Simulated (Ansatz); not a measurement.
Reaction (ligand exchange at a Ge–N bond): `[F][GeH2]/[N]=C/[SiH3]` + CH₃NH₂ → `C[NH][GeH2][F]` + `N=C[SiH3]`

Computed with Ansatz on PBE0-D4/def2-TZVP structures; ΔE is electronic, products minus reactants. CCSD(T)/CBS adds triple-zeta CCSD(T) − MP2 to the extrapolated MP2 energy (def2 sets, frozen cores). DFT in def2-TZVPP. B3LYP here is the variant with VWN-RPA as its local correlation; programs differ in this. For Ge outer-core shells are correlated without core-valence functions, which leaves a few kJ/mol of doubt a bond. Scalar relativity is left out up to krypton. One conformer a species, not always the lowest.

```tsv
level	ΔE (kcal/mol)
r2SCAN	-1.6
PBE0	-1.9
B3LYP	-1.7
CCSD(T)/def2-TZVPP	-2.5
```

Problem. What does CCSD(T)/CBS give? (Best estimate.)

Solution. Ansatz gave: -2.5 kcal/mol. The listed levels differ from it by 0.9, 0.6, 0.8, 0.0 kcal/mol.

Largest T1 diagnostic among the species: 0.013.
